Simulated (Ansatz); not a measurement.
The cluster B₅⁻. Total charge -1; triplet. Geometry r2SCAN-D4/def2-SVPD; atoms count from 1.

Cartesian coordinates in Å:
```
B -1.084 -0.017 0.455
B 1.608 0.466 0.084
B -1.174 -0.814 -0.877
B 0.320 0.629 0.941
B 0.330 -0.264 -0.603
```

The charge -1 triplet is spin-contaminated (final ⟨S²⟩ up to 2.27, 2.00 for a pure state). At PBE0-D4/def2-TZVPD a broken-symmetry singlet of charge -1 lies 0.10 eV below the triplet, each at its own geometry. The structure comes from a short search, and lower isomers may exist.

Problem. Estimate the Mulliken populations from the PBE0/def2-TZVPD orbitals of Ansatz.

Solution. 
| atom | charge (e) | spin (α − β) |
| --- | --- | --- |
| B1 | -0.18 | 0.02 |
| B2 | -0.33 | 1.06 |
| B3 | -0.33 | 1.06 |
| B4 | -0.18 | 0.02 |
| B5 | 0.03 | -0.16 |
Mulliken values and Mayer orders depend strongly on the basis. With diffuse functions, as here, like atoms can get unlike values, and bond orders can come out too low or too high.

Problem. Where does the spin sit?

Solution. Summed by element: B 2.00, of 2 unpaired in all. Largest on single atoms: B2 1.06, B3 1.06, B5 -0.16.

Problem. And the Mayer bond orders between bonded heavy atoms (over 0.3)?

Solution. B1–B3 1.49 (1.56 Å); B1–B4 0.95 (1.62 Å); B1–B5 0.64 (1.78 Å); B2–B4 1.49 (1.56 Å); B2–B5 0.98 (1.62 Å); B3–B5 0.98 (1.62 Å); B4–B5 0.64 (1.78 Å). Values over 0.3 also appear between atoms too far apart for a bond (B2–B3 0.34 at 3.21 Å); they arise where an orbital or an unpaired electron spreads over both atoms.
